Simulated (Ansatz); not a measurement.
Li₈Cl₈ (started as a model of: 2x2x4 LiCl rock-salt block), relaxed as a singlet with RKS PBE0-D4/def2-SVP in Ansatz, starting from the GFN2-xTB geometry. Force threshold 0.03 eV/Å.

Start:

```csv
atom,x (Å),y (Å),z (Å)
Li1,-2.029,2.842,0.757
Cl2,-0.934,1.741,-0.834
Li3,0.299,0.249,-1.925
Cl4,1.491,-1.062,-3.323
Cl5,-3.232,1.149,1.623
Li6,-1.929,-0.171,0.334
Cl7,-0.940,-1.649,-0.994
Li8,0.570,-2.770,-2.184
Cl9,-0.400,2.987,2.303
Li10,0.717,1.546,0.972
Cl11,2.101,0.329,-0.261
Li12,2.946,-1.226,-1.611
Li13,-1.482,1.155,3.038
Cl14,-0.232,-0.420,2.090
Li15,0.909,-1.629,0.617
Cl16,2.144,-3.070,-0.602
```

Q: Estimate the energy that the relaxation releases and the steps that it takes.

A: 35.2 kJ/mol, in 4 steps; 33 s on 4 threads of Arm Neoverse V2 on a shared host. No frequencies were taken in this run, so the end may be a saddle point.

Q: Does the start keep its bonding and symmetry?

A: By distances, no bond broke or formed. The bond that changes most is Li10–Cl11, from 2.22 to 2.36 Å (atoms count from 1). Point group D2d at the start, D2d at the end, both within 0.05 Å.

Q: Predict the relaxed structure.

A: 
| atom | x (Å) | y (Å) | z (Å) |
| --- | --- | --- | --- |
| Li1 | -2.085 | 2.896 | 0.839 |
| Cl2 | -0.969 | 1.807 | -0.856 |
| Li3 | 0.350 | 0.175 | -1.927 |
| Cl4 | 1.567 | -1.120 | -3.484 |
| Cl5 | -3.388 | 1.209 | 1.705 |
| Li6 | -1.926 | -0.098 | 0.389 |
| Cl7 | -0.967 | -1.713 | -1.034 |
| Li8 | 0.647 | -2.826 | -2.243 |
| Cl9 | -0.427 | 3.133 | 2.418 |
| Li10 | 0.635 | 1.566 | 1.005 |
| Cl11 | 2.179 | 0.333 | -0.276 |
| Li12 | 2.984 | -1.306 | -1.680 |
| Li13 | -1.546 | 1.236 | 3.085 |
| Cl14 | -0.244 | -0.427 | 2.166 |
| Li15 | 0.940 | -1.643 | 0.533 |
| Cl16 | 2.249 | -3.222 | -0.639 |
Bond lengths (bridged metal pairs left out): 28 × Cl–Li 2.30 to 2.47 Å.
